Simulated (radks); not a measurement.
Results of a calculation; reference values are marked as such.
Problem. Ionisation of neutral technetium, [Kr] 4d5 5s2, to Tc+, [Kr] 4d5 5s1, under several functionals. Dirac Kohn-Sham, spin-unpolarised, spherical densities, finite nucleus; open shells fill j = l - 1/2 first; a radial shooting solver on a logarithmic mesh with Libxc functionals. The NIST Atomic Spectra Database gives 7.119 eV (measured). Rank these functionals by the error of their Delta-SCF ionisation energy: Wu-Cohen GGA; exchange-only B88; exchange-only LDA; LDA (Slater exchange, Perdew-Wang correlation); XLYP; BP86; RPBE.

Solution. From best to worst: exchange-only LDA 7.416 eV (+0.296); exchange-only B88 7.469 eV (+0.350); RPBE 8.023 eV (+0.903); XLYP 8.125 eV (+1.005); Wu-Cohen GGA 8.188 eV (+1.069); BP86 8.328 eV (+1.209); LDA (Slater exchange, Perdew-Wang correlation) 8.405 eV (+1.285). Spin polarisation and multiplet splitting are left out, so open shells lie too high by an amount that depends on their filling.

Beside tabulated values, note that spin-unpolarised runs miss the spin-polarisation part of the exchange energy of open shells.
